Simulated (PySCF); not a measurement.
HNSi, SMILES [NH+]#[Si-]. Coordinates come from a PBE0-D3(BJ)/def2-TZVPD optimisation.

TDA-CAM-B3LYP/def2-TZVPD run with PySCF 2.14.0 puts the lowest singlet excitations at 4.92, 5.14, 5.14, 6.84, 6.84, 7.45 eV and the lowest triplet (TDA) at 4.12 eV.

Task: What are the lowest singlet roots from EOM-CCSD/aug-cc-pVDZ (PySCF)? (Estimate from the structure and the level; the computed values follow.)

Result: 5.23, 5.25, 5.25, 6.74, 6.74, 7.20 eV; triplets 4.16, 4.75, 4.75 eV. S1 differs by 0.30 eV (second minus first; roots are paired by order, and the bases may differ).
